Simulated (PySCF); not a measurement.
Members of one series of related molecules.

All values: CAM-B3LYP/def2-SVPD (PySCF) at PBE0-D3(BJ)/def2-SVP geometries, gas phase, one conformer each. Core orbitals are frozen in the response; Δα² is half the sum of the squared differences of the principal polarisabilities.

(1) Rank by vertical ionisation energy (ΔSCF), highest first.
A. `CSBC1CCC1`
B. `CSBSC`
C. `CSBOC(F)F`
D. `CNBSC`
E. `CSBOC(C)C`

(2) Rank by polarisability anisotropy Δα, highest first.
A. `[CH3:1][S:2][BH:3][O:4][CH:5]([F:6])[F:7]` with C1–S2–B3–O4 0°, S2–B3–O4–C5 -178°, B3–O4–C5–F6 -134°
B. `[CH2:1]=[CH:2][CH2:3][BH:4][S:5][CH3:6]` with C1–C2–C3–B4 -117°, C2–C3–B4–S5 135°, C3–B4–S5–C6 -1°
C. `[CH3:1][S:2][BH:3][O:4][CH:5]([CH3:6])[CH3:7]` with C1–S2–B3–O4 -178°, S2–B3–O4–C5 -1°, B3–O4–C5–C6 -87°
D. `[CH3:1][S:2][BH:3][NH:4][SiH3:5]` with C1–S2–B3–N4 178°, S2–B3–N4–Si5 176°
E. `[CH3:1][S:2][BH:3][CH:4]1[CH2:5][CH2:6][CH2:7][CH2:8]1` with C1–S2–B3–C4 -3°, S2–B3–C4–C5 150°, B3–C4–C5–C6 160°, C4–C5–C6–C7 -23°, C5–C6–C7–C8 -3°, C6–C7–C8–C4 28°
F. `[CH3:1][NH:2][BH:3][S:4][CH3:5]` with C1–N2–B3–S4 -179°, N2–B3–S4–C5 -178°

(3) Rank by HOMO energy, lowest first.
A. `CSBC1CCC1`
B. `CSBN[SiH3]`
C. `CSBOC(F)F`
D. `CSBOC(C)C`
E. `CNBSC`

Answers

(1) C (9.90 eV), A (9.53 eV), E (9.25 eV), B (8.93 eV), D (8.58 eV).

(2) D (6.26 Å³), F (5.50 Å³), C (5.20 Å³), E (4.84 Å³), B (4.53 Å³), A (3.57 Å³).

(3) C (-8.98 eV), A (-8.75 eV), D (-8.43 eV), B (-8.16 eV), E (-7.77 eV).

All values together:

| SMILES | formula | μ (D) | HOMO (eV) | LUMO (eV) | α (Å³) | Δα (Å³) | electrons | α per electron (Å³) | ΔSCF removal energy (eV) |
| --- | --- | --- | --- | --- | --- | --- | --- | --- | --- |
| C=CCBSC | C4H9BS | 1.74 | -8.55 | 0.30 | 12.75 | 4.53 | 54 | 0.236 | 9.35 |
| CSBC1CCCC1 | C6H13BS | 1.95 | -8.79 | 0.39 | 15.52 | 4.84 | 70 | 0.222 | 9.56 |
| CNBSC | C2H8BNS | 1.30 | -7.77 | 1.10 | 10.69 | 5.50 | 48 | 0.223 | 8.58 |
| CSBSC | C2H7BS2 | 1.45 | -8.16 | 0.37 | 12.39 | 6.37 | 56 | 0.221 | 8.93 |
| CSBOC(F)F | C2H5BF2OS | 0.82 | -8.98 | 0.45 | 9.91 | 3.57 | 64 | 0.155 | 9.90 |
| CSBN[SiH3] | CH8BNSSi | 0.35 | -8.16 | 0.85 | 12.72 | 6.26 | 56 | 0.227 | 8.94 |
| CSBOC(C)C | C4H11BOS | 0.68 | -8.43 | 1.04 | 13.33 | 5.20 | 64 | 0.208 | 9.25 |
| CSBC1CCC1 | C5H11BS | 2.00 | -8.75 | 0.29 | 13.86 | 4.68 | 62 | 0.223 | 9.53 |

Conformers: `[CH2:1]=[CH:2][CH2:3][BH:4][S:5][CH3:6]` with C1–C2–C3–B4 -117°, C2–C3–B4–S5 135°, C3–B4–S5–C6 -1°; `[CH3:1][S:2][BH:3][CH:4]1[CH2:5][CH2:6][CH2:7][CH2:8]1` with C1–S2–B3–C4 -3°, S2–B3–C4–C5 150°, B3–C4–C5–C6 160°, C4–C5–C6–C7 -23°, C5–C6–C7–C8 -3°, C6–C7–C8–C4 28°; `[CH3:1][NH:2][BH:3][S:4][CH3:5]` with C1–N2–B3–S4 -179°, N2–B3–S4–C5 -178°; `[CH3:1][S:2][BH:3][S:4][CH3:5]` with C1–S2–B3–S4 0°, S2–B3–S4–C5 179°; `[CH3:1][S:2][BH:3][O:4][CH:5]([F:6])[F:7]` with C1–S2–B3–O4 0°, S2–B3–O4–C5 -178°, B3–O4–C5–F6 -134°; `[CH3:1][S:2][BH:3][NH:4][SiH3:5]` with C1–S2–B3–N4 178°, S2–B3–N4–Si5 176°; `[CH3:1][S:2][BH:3][O:4][CH:5]([CH3:6])[CH3:7]` with C1–S2–B3–O4 -178°, S2–B3–O4–C5 -1°, B3–O4–C5–C6 -87°; `[CH3:1][S:2][BH:3][CH:4]1[CH2:5][CH2:6][CH2:7]1` with C1–S2–B3–C4 3°, S2–B3–C4–C5 -174°, B3–C4–C5–C6 -136°, C4–C5–C6–C7 18°, C5–C6–C7–C4 -18°, B3–C4–C7–C6 141°.

Q: By how much does the ΔSCF value exceed −ε(HOMO) over the species that have both?

A: By 0.77 to 0.92 eV, 0.81 eV on average, over 8 species.
